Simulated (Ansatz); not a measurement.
Al₄N₄⁻. Total charge -1; doublet. Geometry r2SCAN-D4/def2-SVPD; atoms count from 1.

| atom | x (Å) | y (Å) | z (Å) |
| --- | --- | --- | --- |
| Al1 | 1.028 | 0.082 | -0.856 |
| Al2 | -1.120 | 1.665 | -0.893 |
| Al3 | 1.473 | -2.190 | 1.174 |
| Al4 | -0.912 | -0.255 | 0.949 |
| N5 | 0.389 | 1.446 | -1.797 |
| N6 | 1.013 | -0.306 | 1.032 |
| N7 | -2.050 | 1.023 | 0.472 |
| N8 | 0.178 | -1.465 | -0.082 |

Another isomer (doublet) lies 1.20 eV lower at PBE0-D4/def2-TZVPD; other spin states weren't run for this one.

(1) Estimate the Mulliken populations from the PBE0/def2-TZVPD orbitals of Ansatz.

(2) Where does the spin sit?

(3) And the Mayer bond orders between heavy atoms (over 0.3)?

Results:

(1) 
```
atom  charge (e)  spin (α − β)
 Al1        0.18          0.40
 Al2        0.18          0.24
 Al3       -0.44          0.04
 Al4        0.18          0.40
  N5       -0.41         -0.02
  N6       -0.14         -0.01
  N7       -0.41         -0.02
  N8       -0.14         -0.01
```
Mulliken values depend strongly on the basis. With diffuse functions, as here, like atoms can get unlike values, and bond orders can come out too low or too high.

(2) Summed by element: Al 1.07, N -0.07, of 1 unpaired in all. Largest on single atoms: Al4 0.40, Al1 0.40, Al2 0.24.

(3) Al1–Al2 0.39 (2.67 Å); Al1–Al4 0.39 (2.67 Å); Al1–N5 1.52 (1.78 Å); Al1–N6 0.69 (1.93 Å); Al1–N8 0.69 (1.93 Å); Al2–Al4 0.39 (2.67 Å); Al2–N5 1.47 (1.77 Å); Al2–N7 1.47 (1.77 Å); Al3–N6 0.49 (1.94 Å); Al3–N8 0.49 (1.94 Å); Al4–N6 0.69 (1.93 Å); Al4–N7 1.52 (1.78 Å); Al4–N8 0.69 (1.93 Å); N6–N8 0.67 (1.81 Å).
